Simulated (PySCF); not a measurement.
1,2-dihydrosiline (C5H8Si), SMILES C1=CC[SiH2]C=C1. Atoms are numbered in the order given.

```xyz
14

C      0.9373     1.3734    -0.4881
C     -0.3689     1.3999    -0.8219
C     -1.4140     0.4202    -0.3511
Si    -0.6904    -1.2282     0.2565
C      1.0526    -0.7985     0.7745
C      1.5984     0.3647     0.3524
H      1.5779     2.1794    -0.8588
H     -0.7186     2.2259    -1.4521
H     -1.9693     0.8809     0.4901
H     -2.1714     0.2582    -1.1359
H     -1.4981    -1.7732     1.3880
H     -0.6916    -2.2634    -0.8251
H      1.6712    -1.4713     1.3783
H      2.6340     0.5999     0.6290
```
Charge 0, spin multiplicity 1.

The structure is a stationary point at B3LYP-D3(BJ)/def2-SVP. The values are those of a single conformer.

Computed with SMD-M06-2X/def2-SVP (PySCF).

Solvation free energies are E(SMD) − E(gas) at the gas-phase geometry, for 1 M in both phases. In vacuum the dipole moment is 0.71 D.

```
solvent        ΔG(solv) (kcal/mol)  its non-electrostatic (CDS) part  dipole (D)
-------------  -------------------  --------------------------------  ----------
water                          0.9                               3.7        1.03
diethylether                  -3.7                              -1.9        0.92
cyclohexanone                 -2.9                              -0.4        1.00
```
